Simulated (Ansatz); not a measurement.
Program: Ansatz. Geometries: PBE0-D4/def2-TZVP. ΔE: electronic, gas phase. CCSD(T)/CBS is the MP2 limit (def2-TZVPP, def2-QZVPP) plus CCSD(T) − MP2 in def2-TZVPP, frozen cores. Functionals use def2-TZVPP. For Ge outer-core shells are correlated without core-valence functions, which leaves a few kJ/mol of doubt a bond. Scalar relativity is left out up to krypton.

Consider the isomerisation: `[SiH3]C1=[CH][GeH2][NH]1` → `[SiH3]/N=[C]1/[CH2][GeH2]1`.

| level | ΔE (kJ/mol) |
| --- | --- |
| r2SCAN-D4 | 41.7 |
| ωB97M-V | 53.2 |
| B2PLYP | 46.1 |
| PBE | 38.2 |
| PBE0 | 49.6 |
| CCSD/def2-TZVPP | 56.6 |
| HF/def2-QZVPP | 62.9 |
| CCSD/CBS(def2) | 56.3 |

Problem. What does CCSD(T)/CBS give? (An estimate is asked.)

Solution. Computed: +53.8 kJ/mol. The listed levels differ from it by -12.1, -0.6, -7.7, -15.6, -4.2, 2.8, 9.1, 2.5 kJ/mol.

Largest T1 diagnostic among the species: 0.014.

In def2-TZVPP, CCSD(T) changes the Hartree–Fock value by −9.2 kJ/mol (the triples alone add −2.5 kJ/mol) and MP2 by −7.7 kJ/mol. From PBE to PBE0 (25 % exact exchange), in def2-TZVPP and without D4, ΔE moves by +11.4 kJ/mol.

CCSD(T)/CBS has its own doubt, a few kJ/mol and more with outer-core shells, so smaller differences from it don't rank the levels.
